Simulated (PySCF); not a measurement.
C6H6OP2S.
Z-matrix (Å and degrees, PBE0-D3(BJ)/def2-SVP geometry), rows numbered from 1:
```
C 
S   1  1.7997
C   2  1.7462  1  104.59
P   3  1.7629  2  119.69  1    -0.90
C   4  1.7261  3  103.52  2  -179.81
C   5  1.3936  4  129.71  3     0.11
C   6  1.4906  5  117.50  4   179.86
O   7  1.2032  6  124.51  5    -0.50
C   6  1.3970  5  124.59  4    -0.12
P   9  1.7234  6  129.62  5    -0.03
H   1  1.1002  2  111.47  3   -59.94
H   1  1.0987  2  105.26  3  -178.49
H   1  1.0996  2  111.63  3    62.86
H   5  1.0976  4  115.35  3   179.98
H   7  1.1204  6  114.22  5   179.57
H   9  1.0985  6  116.50  5  -179.89
```

Linear response at PBE0/def2-SVPD (PySCF, frozen core in the response, non-relativistic).

Static isotropic polarisability: 157.29 au (23.31 Å³), principal values 84.4, 153.1, 234.3 au.

Question: What is the polarisability at 1064 nm and at the sodium D line?

Answer: 161.58 au at 1064 nm (+2.7 %), 174.74 au at 589.3 nm (+11.1 %). The rise at 589.3 nm is 4.07 times that at 1064 nm; a pure ω² law gives 3.26. The lowest singlet lies at 382 nm, shorter than both wavelengths.

Question: What is the isotropic C6 coefficient between two such molecules, C6 = (3/π)∫α(iω)² dω?

Answer: 7377 au (Eh·bohr⁶) by a ten-point quadrature over imaginary frequencies, which is 4410 eV·Å⁶ or 425 J·nm⁶/mol.

Question: Which effective excitation energy ω̄ makes London's formula C6 = (3/4)α²ω̄ exact here?

Answer: ω̄ = 4·C6/(3α²) = 0.398 Eh = 10.8 eV. A one-pole form α(ω) = α/(1 − ω²/ω̄²) fitted to the 1064 nm value gives 7.2 eV. London's choice of the ionisation energy (8.20 eV, ΔSCF at the same level) gives C6 = 5590 au, 24 % too low.

Question: The lowest 10 singlets have (eV, f): 3.25, 0.047; 3.53, 0.000; 3.56, 0.228; 3.77, 0.002; 4.10, 0.011; 4.34, 0.122; 4.36, 0.000; 4.89, 0.171; 5.11, 0.005; 5.12, 0.059. What share of the static polarisability do they carry in the sum over states α = Σ f/ω²?

Answer: 29.05 au, 18.5 % of α; the largest term, 13.32 au, is that of the state at 3.56 eV. Their oscillator strengths add up to 0.64. Higher states carry the rest.

Question: How anisotropic is the static polarisability, by Δα² = ½[(α1 − α2)² + (α2 − α3)² + (α3 − α1)²]?

Answer: Δα = 130.0 au, or 0.83 of the isotropic value.

Question: How many electrons N does the Slater–Kirkwood formula C6 = (3/4)·√N·α^(3/2) need to give this C6?

Answer: N = (4·C6/3)²/α³ = 24.9; the species has 96 electrons in all.

Question: What n − 1 at the D line would an ideal gas of it have at 273.15 K and 1 atm (2.6868 × 10¹⁹ cm⁻³), by n − 1 = 2π·N·α′?

Answer: 43.71 × 10⁻⁴, a formal value whether or not that pressure can be reached.

Question: What molar refraction at the D line follows from R = (4π/3)·N_A·α′, with α′ the polarisability volume?

Answer: α′ = 25.89 Å³ gives R = 65.32 cm³/mol, for isolated, non-vibrating species.

Question: What three-body coefficient follows from the one-pole estimate C9 = (3/4)·α·C6?

Answer: 870000 au. This is an estimate from the two numbers above, not a computed integral.

On Arm Neoverse V2, one thread, shared host with 192 logical CPUs at a one-minute load of 104, this took 8.7 min of wall time and 1.1 GiB of memory at its peak. This is the whole response run at PBE0/def2-SVPD, SCF included.

One conformer stands for the species.
